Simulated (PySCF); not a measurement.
HC(Cl)(F)CF2OMe, C3H4ClF3O.
Atom-mapped SMILES: `[CH3:1][O:2][C:3]([F:4])([F:5])[C@H:6]([F:7])[Cl:8]` (hydrogens: H9, H10, H11 on C1; H12 on C6)

The same species was optimised twice, with GFN2-xTB and with PBE0-D3(BJ)/def2-SVP (PySCF), and the same property calculations (PySCF, gas phase) were run on both structures.

```
     coordinate  GFN2-xTB  PBE0-D3(BJ)/def2-SVP  change
      C1–O2 (Å)     1.437                 1.418  -0.019
      C3–F5 (Å)     1.371                 1.357  -0.014
      C3–F4 (Å)     1.358                 1.347  -0.011
      C3–C6 (Å)     1.540                 1.531  -0.009
      C6–F7 (Å)     1.349                 1.343  -0.006
      O2–C3 (Å)     1.334                 1.339  +0.005
     C6–Cl8 (Å)     1.768                 1.766  -0.002
   F4–C3–F5 (°)     103.8                 105.7    +1.9
  C3–C6–Cl8 (°)     109.0                 111.0    +2.0
   C3–C6–F7 (°)     110.2                 108.6    -1.6
   F5–C3–C6 (°)     108.4                 107.5    -0.9
  F7–C6–Cl8 (°)     109.7                 110.3    +0.6
   O2–C3–F4 (°)     112.7                 112.2    -0.5
   C1–O2–C3 (°)     115.7                 116.3    +0.6
   O2–C3–F5 (°)     111.7                 111.4    -0.3
C1–O2–C3–F4 (°)       -55                   -57      -2
O2–C3–C6–F7 (°)      -179                  -176      +3
```

Rotational constants: A = 2502, B = 1365, C = 1065 MHz (GFN2-xTB) against A = 2534, B = 1358, C = 1068 MHz (PBE0-D3(BJ)/def2-SVP). Point groups within 0.08 Å: C1 and C1.

On the GFN2-xTB structure: HOMO (eV) -9.11 [PBE0/pcSseg-1]; LUMO (eV) 0.52 [PBE0/pcSseg-1]; dipole (D) 2.88 [PBE0/pcSseg-1]; GIAO shielding of C1 (ppm) 134.0 [PBE0/pcSseg-1]; GIAO shielding of O2 (ppm) 246.6 [PBE0/pcSseg-1]; GIAO shielding of C3 (ppm) 58.3 [PBE0/pcSseg-1]; GIAO shielding of F4 (ppm) 289.6 [PBE0/pcSseg-1]; GIAO shielding of F5 (ppm) 279.9 [PBE0/pcSseg-1]; GIAO shielding of C6 (ppm) 80.5 [PBE0/pcSseg-1]; GIAO shielding of F7 (ppm) 347.7 [PBE0/pcSseg-1]; GIAO shielding of Cl8 (ppm) 729.7 [PBE0/pcSseg-1].

Q: What do these properties become on the PBE0-D3(BJ)/def2-SVP structure?

A: 
```
                                    property          level  on GFN2-xTB  on PBE0-D3(BJ)/def2-SVP  change
                                   HOMO (eV)  PBE0/pcSseg-1        -9.11                    -9.10   +0.01
                                   LUMO (eV)  PBE0/pcSseg-1         0.52                     0.57   +0.05
                                  dipole (D)  PBE0/pcSseg-1         2.88                     2.79   -0.09
energy, GFN2-xTB geometry as zero (kcal/mol)  PBE0/pcSseg-1          0.0                     -0.3    -0.3
                  GIAO shielding of C1 (ppm)  PBE0/pcSseg-1        134.0                    135.2    +1.2
                  GIAO shielding of O2 (ppm)  PBE0/pcSseg-1        246.6                    251.3    +4.7
                  GIAO shielding of C3 (ppm)  PBE0/pcSseg-1         58.3                     60.8    +2.5
                  GIAO shielding of F4 (ppm)  PBE0/pcSseg-1        289.6                    297.6    +8.0
                  GIAO shielding of F5 (ppm)  PBE0/pcSseg-1        279.9                    286.9    +7.0
                  GIAO shielding of C6 (ppm)  PBE0/pcSseg-1         80.5                     81.7    +1.2
                  GIAO shielding of F7 (ppm)  PBE0/pcSseg-1        347.7                    351.4    +3.7
                 GIAO shielding of Cl8 (ppm)  PBE0/pcSseg-1        729.7                    736.9    +7.2
```

The heavy atoms differ by 0.033 Å rms after alignment. Among bonds between heavy atoms C1–O2 changes most (-0.019 Å). Changes are differences of the printed values. Neither structure is proved a minimum here.

Conformer computed: `[CH3:1][O:2][C:3]([F:4])([F:5])[C@H:6]([F:7])[Cl:8]`: C1–O2–C3–F4 -57°, O2–C3–C6–F7 -176°.
